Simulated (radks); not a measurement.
Neutral caesium inside a hard spherical wall (all orbitals vanish at R), configuration held at [Xe] 6s1 and not refilled when levels cross. All-electron calculation, scalar-relativistic Kohn-Sham, LDA (Slater exchange, Perdew-Wang correlation), spin-unpolarised, spherical densities, finite nucleus; Fermi nuclear charge, rms radius 4.8041 fm. Program: a radial shooting solver on a logarithmic mesh with Libxc functionals. Eigenvalues in eV, with the zero of energy where the potential of the charges vanishes at infinity; a dash marks a level that is unbound or too diffuse for the functional's potential to be trusted. A positive occupied level is held by the wall or, in an anion where self-interaction has pushed it up, behind a barrier. The pressure on the wall is -dE/dV.

| R (bohr) | E (hartree) | kinetic (hartree) | e(4d) | e(5s) | e(5p) | e(6s) | e(6p, empty) | e(5d, empty) | pressure (GPa) |
|---|---|---|---|---|---|---|---|---|---|
| free | -7780.5387 | 8194.955 | -74.258 | -26.896 | -13.607 | -2.225 | -0.780 | -0.478 | 0 |
| 20 | -7780.5387 | 8194.955 | -74.257 | -26.895 | -13.606 | -2.224 | -0.773 | -0.474 | < 0.0001 |
| 15 | -7780.5385 | 8194.957 | -74.231 | -26.870 | -13.581 | -2.205 | -0.695 | -0.430 | 0.00165 |
| 12 | -7780.5368 | 8194.969 | -74.109 | -26.750 | -13.464 | -2.096 | -0.416 | -0.274 | 0.0218 |
| 7 | -7780.4774 | 8195.213 | -72.837 | -25.546 | -12.318 | 0.139 | 3.511 | 1.477 | 2.16 |
| 3.5 | -7778.5894 | 8202.682 | -59.812 | -15.163 | -1.177 | 37.041 | 50.084 | 19.364 | 522 |
| 3 | -7776.4405 | 8210.421 | -51.057 | -7.218 | 8.265 | 66.578 | 83.569 | 33.050 | 1680 |
| 1.5 | -7697.9729 | 8447.831 | 65.857 | 208.93 | 251.37 | 637.79 | 678.80 | 315.21 | 230000 |
